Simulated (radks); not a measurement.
The numbers below are computed, except where a source is named.
Radial electron density D(r) = 4 pi r^2 rho(r) of an atom or ion with 62 electrons. Code: a radial shooting solver on a logarithmic mesh with Libxc functionals. Model: scalar-relativistic Kohn-Sham, BLYP, spin-polarised, spherical densities, finite nucleus; Fermi nuclear charge, rms radius of each element as measured or else 0.836 A^(1/3) + 0.57 fm.

r (bohr),D(r) (e/bohr),spin D(r)
0.001217,6.040,0.00288
0.001649,9.750,0.00462
0.002217,15.24,0.00715
0.003005,23.48,0.0108
0.004072,34.88,0.0157
0.005519,49.32,0.0213
0.00748,65.31,0.0263
0.01014,79.37,0.0280
0.01363,86.59,0.0237
0.01847,84.66,0.0132
0.02503,77.98,0.00593
0.03393,79.70,0.0198
0.04598,97.64,0.0578
0.06232,115.1,0.0728
0.08446,106.2,0.0258
0.1136,87.81,0.0678
0.1539,95.91,0.476
0.2086,98.30,1.36
0.2827,60.37,3.20
0.3831,44.35,6.22
0.5192,52.29,7.81
0.698,35.78,6.84
0.946,16.99,5.31
1.282,10.25,3.15
1.738,4.877,0.923
2.355,1.321,0.297
3.192,0.5228,0.424
4.291,0.2443,0.241
5.815,0.03821,0.0382
7.881,0.001360,0.00136

What is the nuclear charge?

Answer. Z = 65. The innermost maximum, from 1s, lies near gamma/Z bohr with gamma = sqrt(1 - (Z/c)^2) = 0.880, here 0.0135 bohr (found: 0.0149), and its height grows with Z. The density is that of the terbium ion Tb3+ in [Kr] 4d10 4f8 5s1 5p6 6p1; the configuration itself is not fixed sharply by these data, and Z only to a few units. D(r) has 4 maxima, at r = 0.0149, 0.0664, 0.185, 0.507 bohr, and minima at 0.0285, 0.121, 0.362 bohr, inside which lie 1.93, 11.12, 29.40 electrons.
